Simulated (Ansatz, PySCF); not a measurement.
Species: SiI$_{2}$Cl, net charge 0, doublet state. SMILES: Cl[Si](I)I
Geometry: optimised at B3LYP-D3(BJ)/def2-TZVP (Ansatz, a first-principles code).

Wanted: size of the dipole moment, in D. Terms: no dispersion term unless named; spin-orbit terms left out; LANL2DZ with its own core potentials from Na on; def2 sets with scalar-relativistic core potentials past Kr; UHF or UKS for open shells; 6-31G* and kin with 6d, 5d where marked; STO-3G and 3-21G all-electron and non-relativistic. Ab initio and DFT rows: single points at B3LYP-D3(BJ) geometries (Ansatz).

| level | program | size of the dipole moment (D) |
|---|---|---|
| PBE/STO-3G | Ansatz | 1.42 |
| PBE/3-21G | Ansatz | 1.07 |
| PBE/def2-SVP | Ansatz | 0.34 |
| PBE/6-31G* with LANL2DZ past Ar | Ansatz | 0.46 |
| BP86/def2-SVP | PySCF | 0.34 |
| BP86/6-31G* with LANL2DZ past Ar (5d) | PySCF | 0.47 |
| B3LYP/LANL2DZ | Ansatz | 0.95 |
| B3LYP/6-31G* with LANL2DZ past Ar | Ansatz | 0.65 |
| PBE0/6-31G* with LANL2DZ past Ar | Ansatz | 0.68 |
| M06-2X/6-31G* with LANL2DZ past Ar (5d) | PySCF | 0.90 |

No value to compare with is used here. The 10 habitual levels span 0.34 (PBE/def2-SVP) to 1.42 D (PBE/STO-3G).

The levels are drawn from those run, B3LYP/6-31G* more often than the rest, none by its result; left out are runs that failed, that the program found above a lower state of the same kind, or whose <S^2> lies over 0.5 above the pure value.
